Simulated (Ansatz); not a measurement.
A made-up structure of ZnBHF, doublet:

```
atom    x (Å)    y (Å)    z (Å)
  F1  -0.2904   0.9472  -1.0019
  B2  -0.2121   0.0795  -0.0115
 Zn3   1.7365  -0.9172   0.4066
  H4   2.9206  -1.5735   1.1195
```

It is relaxed with PBE-D4/def2-SVP and then PBE0-D4/def2-TZVP (Ansatz 0.2.0). Atoms count as bonded within 1.22 times the sum of their covalent radii (H–H: 0.88 Å). The end point is not checked to be a true minimum.

Question: Does its bonding change? (A judgement: the text doesn't fix the answer.)

Answer: Computed: No: no bond forms or breaks.

Where it ends: The first stage lowers the energy by 0.15 eV in 6 steps. It ends as ZnBHF ([F][B][ZnH]):
```csv
atom,x (Å),y (Å),z (Å)
F1,-0.4792,0.9322,-0.9640
B2,0.0041,0.0863,-0.1117
Zn3,1.7666,-0.8156,0.4502
H4,2.8631,-1.6668,1.1382
```

Labels in which every atom is bracketed show which atoms are joined, not bond orders.

For scale, one of the runs: PBE0-D4/def2-TZVP relaxation, 116 basis functions, launched by `ansatz run in.yaml --threads 2 --pin off --events-out ev --progress --plain --max-ram 4352MiB`. Hardware: 2 CPU threads of an Arm Neoverse V1, shared host. Wall time about 26 s.
